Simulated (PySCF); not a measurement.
Ligands exchanged one at a time, Ge OCH3-I. Isolated molecules, 0 K electronic values unless said otherwise. One relaxed conformer stands for each flexible species; it need not be the lowest. Strings in code marks are SMILES.

The HOMO from two functionals at the same geometries (PBE0-D3(BJ)/def2-SVP), both in PySCF: PBE-D3(BJ)/def2-TZVP and M06-2X/def2-TZVP. 

```csv
species,PBE-D3(BJ)/def2-TZVP (eV)
0 of 4 OCH3 replaced by I (`C[O][Ge]([O]C)([O]C)[O]C`),-6.45
1 of 4 OCH3 replaced by I (`[O](C)[Ge]([O]C)([I])[O]C`),-6.61
"2 of 4 OCH3 replaced by I (`C[O][Ge]([I])([I])[O]C` (C–O–Ge–I torsion -63°, I–Ge–O–C torsion -178°))",-6.56
3 of 4 OCH3 replaced by I (`C[O][Ge]([I])([I])[I]` (C–O–Ge–I torsion 180°)),-6.56
4 of 4 OCH3 replaced by I (`[I][Ge]([I])([I])[I]`),-6.65
```

Q: What does M06-2X/def2-TZVP give for each?

A: 
- 0 of 4 OCH3 replaced by I (`C[O][Ge]([O]C)([O]C)[O]C`): -9.70
- 1 of 4 OCH3 replaced by I (`[O](C)[Ge]([O]C)([I])[O]C`): -9.11
- 2 of 4 OCH3 replaced by I (`C[O][Ge]([I])([I])[O]C` (C–O–Ge–I torsion -63°, I–Ge–O–C torsion -178°)): -8.91
- 3 of 4 OCH3 replaced by I (`C[O][Ge]([I])([I])[I]` (C–O–Ge–I torsion 180°)): -8.88
- 4 of 4 OCH3 replaced by I (`[I][Ge]([I])([I])[I]`): -8.96
Over these rows, drawn at random from the members with no instability flagged (it was tested for open shells, ions and some series alone), PBE minus M06-2X: mean +2.55 eV, from +2.31 eV to +3.25 eV.
